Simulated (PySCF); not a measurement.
From computed data to an observable: chemical shift, span and skew from a shielding tensor

Ge(F)(SH) (FGeHS), SMILES [F][Ge][SH] (connectivity only; charge and spin as stated), neutral, multiplicity 1. Atoms are numbered in the order given.

```xyz
4

Ge     0.4473     0.5195     0.0000
F     -1.1643     1.2539     0.0000
S     -0.2990    -1.6121     0.0000
H      0.9490    -2.1160     0.0000
```

Geometry: B3LYP-D3(BJ)/def2-TZVP. The values are those of a single conformer.

GIAO shieldings from PBE0/pcSseg-2 in PySCF, non-relativistic, no solvent. The symmetric part of the tensor of F2 has the principal values -163.8, 159.3, 397.6 ppm. The same nucleus in CFCl3 has σ = 165.8 ppm at this level (PySCF, at its B3LYP-D3(BJ)/def2-TZVP geometry).

Task: Work out the isotropic shielding, the ¹⁹F shift against CFCl3, the span and the skew.

Result: 
σ(iso) = (σ11 + σ22 + σ33)/3 = 131.0 ppm. δ = σ(ref) − σ(iso) = 165.8 − (131.0) = 34.8 ppm.
Span Ω = σ33 − σ11 = 561.4 ppm. Skew κ = 3(σ(iso) − σ22)/Ω = -0.15. Tumbling in solution averages the tensor to δ; in a static solid the shielding alone would spread this spin-1/2 line over Ω.
